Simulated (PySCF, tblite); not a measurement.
Species: C5H5F3Si.
Geometry (GFN2-xTB, Å), atoms numbered from 1 in this order:
```
atom  x, y, z in Å
C1     2.1849    0.3932   -0.4901
C2     0.9587    0.0259   -0.8238
C3    -0.1992   -0.0083    0.1089
Si4   -1.8255   -0.6417   -0.5551
F5    -2.9870   -0.5510    0.5251
F6    -1.8282   -2.1620   -1.0187
F7    -2.3920    0.1301   -1.8236
C8    -0.2158    1.0188    1.2439
C9     0.1055   -0.1777    1.5991
H10    2.9877    0.4005   -1.2054
H11    2.4335    0.7027    0.5119
H12    0.7417   -0.2790   -1.8385
H13   -0.3781    2.0494    1.4333
H14    0.4131   -0.9014    2.3106
```

Computed with CAM-B3LYP/def2-SVPD in PySCF (dipole) on a GFN2-xTB geometry, gas phase.

Masses are those of the commonest isotopes; rigid-rotor values at the optimised geometry. The values belong to one conformer with, in the numbering `[CH2:1]=[CH:2][C:3]1([Si:4]([F:5])([F:6])[F:7])[CH:8]=[CH:9]1`, C1–C2–C3–Si4 -177°.

What are A, B and C (cm⁻¹)?

Ia = 225.94, Ib = 492.98, Ic = 570.60 u·Å²; 505379 MHz·u·Å²/I gives 2237, 1025 and 885.7 MHz, that is A = 0.07461, B = 0.03420, C = 0.02954 cm⁻¹.

Classify the top.

An asymmetric top; Ray's κ = -0.794.

What does the inertial defect say?

Not planar: Δ = Ic − Ia − Ib = -148.32 u·Å². For a rigid frame Δ = −2 Σ m c², so Σ m c² = 74.16 u·Å² lies off the ab plane: 5.10 from hydrogen and 69.06 from heavier atoms. The atom farthest from that plane is 1.59 Å away.

Give the other two planar moments, Paa and Pbb, and the rms extents of the mass along the axes.

Paa = Σ m a² = (Ib + Ic − Ia)/2 = 418.82 and Pbb = Σ m b² = (Ia + Ic − Ib)/2 = 151.78 u·Å². With the mass M = 150.01 u, the rms extents √(P/M) along a, b and c are 1.67, 1.01, 0.70 Å.

List the rotational levels J(Ka,Kc) to J = 4 (MHz).

Above 0(0,0):
J = 1: 1(0,1) 1911, 1(1,1) 3122, 1(1,0) 3262
J = 2: 2(0,2) 5721, 2(1,2) 6805, 2(1,1) 7223, 2(2,1) 10858, 2(2,0) 10869
J = 3: 3(0,3) 11409, 3(1,3) 12321, 3(1,2) 13157, 3(2,2) 16591, 3(2,1) 16647, 3(3,1) 23004, 3(3,0) 23005
J = 4: 4(0,4) 18943, 4(1,4) 19665, 4(1,3) 21055, 4(2,3) 24225, 4(2,2) 24391, 4(3,2) 30669, 4(3,1) 30673, 4(4,1) 39619, 4(4,0) 39619

Predict some low-J microwave lines.

The dipole components are |μa| = 3.47 D, |μb| = 1.19 D, |μc| = 0.03 D. Intensities carry the squares of the components, which stand as 1.00 : 0.12 : 0.00 (a : b : c). Some lines, for components of 0.1 D or more:

```tsv
type	branch	J(Ka,Kc)	MHz	lower level (cm⁻¹)
a	Q	4(1,3) ← 4(1,4)	1390	0.656
b	Q	3(1,2) ← 3(0,3)	1749	0.381
b	Q	4(1,3) ← 4(0,4)	2112	0.632
b	Q	4(2,2) ← 4(1,3)	3335	0.702
b	R	5(2,3) ← 4(3,2)	3458	1.023
b	Q	2(2,0) ← 2(1,1)	3646	0.241
a	R	2(0,2) ← 1(0,1)	3810	0.064
b	Q	5(2,4) ← 5(1,5)	4928	0.962
b	Q	5(3,2) ← 5(2,3)	6145	1.138
b	R	2(2,1) ← 1(1,0)	7596	0.109
a	R	4(3,1) ← 3(3,0)	7668	0.767
b	Q	5(4,1) ← 5(3,2)	8927	1.343
b	Q	5(5,0) ← 5(4,1)	11509	1.641
b	R	5(2,3) ← 4(1,4)	14462	0.656
b	R	4(4,0) ← 3(3,1)	16615	0.767
```

Its lowest GFN2-xTB frequency is 11 cm⁻¹, too small to tell a flat minimum from a shallow saddle. These are rigid-rotor constants of the computed structure; measured ground-state constants (B0) also hold zero-point vibration.
